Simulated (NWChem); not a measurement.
# AlSiH4OF; SMILES [Al]([SiH3])([OH])[F]

```xyz
8

Al     0.1733     0.4878    -0.1213
F     -1.0656     1.4741    -0.6934
O      1.6437     1.2066     0.3799
H      1.8115     2.1625     0.3550
Si    -0.0903    -1.9259     0.0037
H      1.1534    -2.5768     0.5455
H     -0.3741    -2.4994    -1.3606
H     -1.2474    -2.2869     0.8991
```
Atoms are numbered in this order, from 1.

Results from NWChem. Pople sets run with spherical d functions. All runs use the structure optimised with PBE-D3(BJ)/def2-SVP. Vzz is the largest principal value of the second derivative of the potential at the nucleus (NWChem prints the opposite sign); η is the asymmetry. Non-relativistic.

For level Hartree-Fock/6-31G*:

| Property | Result |
|---|---|
| Vzz Al1 (a.u.) | 0.887 |
| Vzz O3 (a.u.) | 1.404 |

### Question
Estimate the same quantities for level CAM-B3LYP/def2-SVP.

### Answer
The vzz Al1 (a.u.) is 0.837 and the vzz O3 (a.u.) comes out as 1.360.
